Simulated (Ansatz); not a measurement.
Reaction (atomization): `SC[SiH2]SS` → C• + 6 H• + 3 S• + Si•

Gas-phase electronic energies from Ansatz, PBE0-D4/def2-TZVP geometries. CCSD(T)/CBS adds triple-zeta CCSD(T) − MP2 to the extrapolated MP2 energy (def2 sets, frozen cores). This one scheme is used for every species, atoms too. Functionals use def2-TZVPP. B3LYP here is the variant with VWN-RPA as its local correlation; programs differ in this. No spin–orbit coupling; open shells (•) take unrestricted orbitals. Spin–orbit coupling would lower the free atoms: a little for C, S, Si. Each species was taken in one conformer, which may not be the lowest.

CCSD(T)/CBS gives +826.6 kcal/mol.

Q: Another level gave +808.9 kcal/mol. Which?
A. ωB97X-V/def2-TZVPP
B. B2PLYP/def2-TZVPP
C. B3LYP-D4/def2-TZVPP
D. r2SCAN-D4/def2-TZVPP

A: B. B2PLYP 808.9, r2SCAN-D4 829.3, B3LYP-D4 821.9, ωB97X-V 833.2 kcal/mol.

Largest T1 diagnostic among the species: 0.012.

The D4 term adds +12.6 kcal/mol with B3LYP and +6.6 kcal/mol with PBE0; it sums over pairs of atoms, weighted by their polarisabilities, and B3LYP, whose exchange is more repulsive, gets the larger term. In def2-TZVPP, CCSD(T) changes the Hartree–Fock value by +215.2 kcal/mol (the triples alone add +14.4 kcal/mol) and MP2 by +222.9 kcal/mol; breaking electron pairs costs correlation energy, which Hartree–Fock lacks.

For atomizations the MP2-based limit and the directly extrapolated one differ by several kJ/mol either way, and by 10 to 25 for some Ge, Se and Sn compounds, so smaller differences from it don't rank the levels.
